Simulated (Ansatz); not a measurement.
Consider the cleavage of the Al–Si bond: `C[SiH2][Al]([CH3])[OH]` + CH₃OH → `C[O][Al]([CH3])[OH]` + `C[SiH3]`.

Calculated with Ansatz (gas phase, PBE0-D4/def2-TZVP geometries, no zero-point term in ΔE). CCSD(T)/CBS is the MP2 limit (def2-TZVPP, def2-QZVPP) plus CCSD(T) − MP2 in def2-TZVPP, frozen cores. This one scheme is used for every species. DFT in def2-TZVPP. Each species was taken in one conformer, which may not be the lowest.

`C[SiH2][Al]([CH3])[OH]`:

```xyz
14

C    -0.753   -1.690   -1.446
Si   -1.363   -0.069   -0.700
Al    0.292    1.050    0.742
C     1.986    0.269    1.296
O    -0.042    2.619    1.318
H     0.127   -1.523   -2.072
H    -0.476   -2.398   -0.662
H    -1.526   -2.152   -2.063
H    -2.609   -0.340    0.083
H    -1.786    0.845   -1.806
H     1.830   -0.670    1.837
H     2.552    0.943    1.943
H     2.610    0.026    0.430
H    -0.842    3.093    1.100
```

CH₃OH:

Z-matrix (Å, degrees):
```
C
O 1 1.409
H 1 1.097 2 112.4
H 1 1.090 2 107.0 3 -118.5
H 1 1.097 2 112.4 3 123.0
H 2 0.959 1 108.5 3 -61.6
```

`C[O][Al]([CH3])[OH]`:

Z-matrix (Å, degrees):
```
C
O 1 1.395
H 1 1.096 2 110.3
H 1 1.096 2 110.3 3 118.9
H 1 1.098 2 112.8 3 -120.6
Al 2 1.690 1 134.5 3 120.5
O 6 1.694 2 117.2 1 -180.0
C 6 1.938 2 123.0 1 0.0
H 7 0.956 6 122.1 2 0.1
H 8 1.092 6 111.3 2 178.9
H 8 1.094 6 111.4 2 58.4
H 8 1.094 6 111.3 2 -60.7
```

`C[SiH3]`:

Cartesian coordinates in Å:
```
C -0.521 0.662 -0.514
Si 0.467 -0.592 0.460
H -0.295 0.590 -1.580
H -0.290 1.678 -0.186
H -1.593 0.498 -0.383
H 0.152 -1.975 0.009
H 0.155 -0.494 1.912
H 1.926 -0.365 0.282
```

(1) Is it downhill or uphill in electronic energy at CCSD(T)/CBS, and by how much? (Estimate.)

(2) What do these levels give: LDA (SPW92), B97M-V, LC-ωPBE, CCSD(T)/def2-TZVPP, HF/def2-QZVPP, SCS-MP2/def2-QZVPP? (Estimate.)

Largest T1 diagnostic among the species: 0.012.

## Answers

(1) Computed: Downhill: ΔE = -139.0 kJ/mol.

(2) The calculation gave: LDA (SPW92) -124.2, B97M-V -140.4, LC-ωPBE -135.1, CCSD(T)/def2-TZVPP -140.1, HF/def2-QZVPP -160.0, SCS-MP2/def2-QZVPP -150.7 kJ/mol.

Leaving LDA and LC-ωPBE aside and taking each functional with its dispersion term where it has one, the values, not all of them listed here, spread over 31.6 kJ/mol, from CAM-B3LYP-D4 to PBE-D4. LDA lies −5.8 kJ/mol from PBE without D4. At CCSD(T), def2-SVP lies −7.1 kJ/mol from the extrapolated value and def2-TZVPP −1.1 kJ/mol. From BLYP to BHLYP (50 % exact exchange), in def2-TZVPP and without D4, ΔE moves by −12.0 kJ/mol.
